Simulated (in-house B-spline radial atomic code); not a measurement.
A fraction x of an electron is removed from 2p in Ne+, starting from [He] 2s2 2p5 and keeping the highest spin. Computed with an all-electron radial atomic-structure program (B-spline basis): scalar-relativistic (X2C) LDA exchange-only, spin-polarised, spherical fractional occupations, Fermi nucleus of rms radius 3.0055 fm.

```tsv
x	E(x) - E(0) (eV)	2p down level (eV)
0	0.0000	-29.519
0.01	0.2961	-29.710
0.24	7.6415	-34.188
0.27	8.6760	-34.782
0.46	15.6463	-38.604
0.5	17.2068	-39.421
0.56	19.6089	-40.652
0.65	23.3514	-42.516
0.76	28.1546	-44.819
0.89	34.1598	-47.575
1	39.5226	-49.934
```

The exact functional would give a straight line between the two integer points. Deviations E(x) - E(0) - x[E(1) - E(0)], in eV: -0.099 at x = 0.01, -1.844 at x = 0.24, -1.995 at x = 0.27, -2.534 at x = 0.46, -2.554 at x = 0.5, -2.524 at x = 0.56, -2.338 at x = 0.65, -1.883 at x = 0.76, -1.015 at x = 0.89.

The curve lies below the straight line by up to 2.554 eV (at x = 0.5): convex, the delocalisation error that favours fractional charges.

How well does Slater's transition state (minus the level at half occupation) give the ionisation energy?

It gives 39.421 eV against 39.523 eV from the two total energies; NIST lists 40.96 eV, ground level to ground level.
